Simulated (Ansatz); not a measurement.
Start from `F[Si]1(Cl)CO1` and change one atom or group to get `N[Si]1(F)CO1`.

Ansatz, PBE0-D4/def2-TZVP geometries, multiplicity 1. Each molecule was computed in one conformer, which needn't be the lowest.

```json
{"property": "LUMO energy (PBE/def2-TZVPP) / eV", "`F[Si]1(Cl)CO1`": "-1.28"}
{"property": "size of the dipole moment (ωB97M-V/def2-TZVPP) / D", "`F[Si]1(Cl)CO1`": "1.69"}
{"property": "LUMO energy (B3LYP/def2-TZVPP) / eV", "`F[Si]1(Cl)CO1`": "-0.55"}
{"property": "HOMO energy (ωB97M-V/def2-TZVPP) / eV", "`F[Si]1(Cl)CO1`": "-10.55"}
{"property": "HOMO energy (PBE0/def2-TZVPP) / eV", "`F[Si]1(Cl)CO1`": "-8.29"}
{"property": "size of the dipole moment (B3LYP/def2-TZVPP) / D", "`F[Si]1(Cl)CO1`": "1.69"}
```

Give the same properties after the change, and the shifts. (An estimate is asked.)

Computed: 
```
                                          property  `N[Si]1(F)CO1`  shift
                 LUMO energy (PBE/def2-TZVPP) / eV           -0.51   0.77
size of the dipole moment (ωB97M-V/def2-TZVPP) / D            2.94   1.25
               LUMO energy (B3LYP/def2-TZVPP) / eV            0.04   0.59
             HOMO energy (ωB97M-V/def2-TZVPP) / eV           -9.72   0.83
                HOMO energy (PBE0/def2-TZVPP) / eV           -7.42   0.87
  size of the dipole moment (B3LYP/def2-TZVPP) / D            2.93   1.24
```

With PBE0 the HOMO rises by 0.87 eV and the LUMO rises by 0.65 eV, so the gap narrows by about 0.22 eV. PBE moves the HOMO by 0.88 eV and ωB97M-V by 0.83 eV. The zero-point energy changes by 63.8 kJ/mol with +6 modes. Dipoles are sizes alone; their direction can turn.

B3LYP here is the variant with VWN-RPA as its local correlation; programs differ in this.
